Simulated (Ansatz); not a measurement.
PbS (SMILES [S]=[Pb]), singlet, at a GFN2-xTB geometry (such geometries of metal compounds can be far from the true shape) (core potentials on Pb). Base run: PBE0/def2-SVP (Ansatz, a program for electronic structure).

Ansatz was given this input:
Ansatz 0.2 input:
```yaml
crystal:
  periodic: [false, false, false]
  atoms:
    - {symbol: Pb, position_ang: [-0.00000000, -0.00000000, -0.37651416]}
    - {symbol: S, position_ang: [0.00000000, 0.00000000, 1.92963508]}
basis:
  gaussian:
    orbitals: def2-SVP
hamiltonian:
  xc: pbe0
```

The bond that is stretched is that between atoms 2 and 1. A test that says stable can miss a lower solution.

Each row names what was changed in the base input (with any setting that the change needs).

```
change                                                           ΔE vs base (eV)  <S^2>            stability test says
---------------------------------------------------------------  ---------------  -----  -----------------------------
base                                                                        0.00  0.000  minimum (restricted orbitals)
spin_polarized = on; lower_state_search = off                               0.00  0.000       undecided (no full test)
spin_polarized = on; lower_state_search = standard                          0.00  0.000                        minimum
bond × 1.25                                                                 1.74  0.000  minimum (restricted orbitals)
spin_polarized = on; lower_state_search = off; bond × 1.25                  1.74  0.000       undecided (no full test)
spin_polarized = on; lower_state_search = standard; bond × 1.25             1.66  0.501                        minimum
bond × 1.5                                                                  3.92  0.000  minimum (restricted orbitals)
spin_polarized = on; lower_state_search = off; bond × 1.5                   3.16  1.150       undecided (no full test)
spin_polarized = on; lower_state_search = standard; bond × 1.5              3.16  1.150                        minimum
bond × 1.8                                                                  5.66  0.000  minimum (restricted orbitals)
spin_polarized = on; lower_state_search = off; bond × 1.8                   4.01  1.640       undecided (no full test)
spin_polarized = on; lower_state_search = standard; bond × 1.8              4.01  1.640                        minimum
bond × 2.2                                                                  6.71  0.000  minimum (restricted orbitals)
spin_polarized = on; lower_state_search = off; bond × 2.2                   4.36  1.883       undecided (no full test)
spin_polarized = on; lower_state_search = standard; bond × 2.2              4.36  1.883                        minimum
bond × 3.0                                                                  7.07  0.000  minimum (restricted orbitals)
spin_polarized = on; lower_state_search = off; bond × 3.0                   5.17  1.924       undecided (no full test)
spin_polarized = on; lower_state_search = standard; bond × 3.0              4.46  2.005                        minimum
```

Where a bond breaks into two radicals, a solution with restricted orbitals usually stops being the lowest and lies too high; an unrestricted one lies lower at the price of spin contamination, which <S^2> shows.
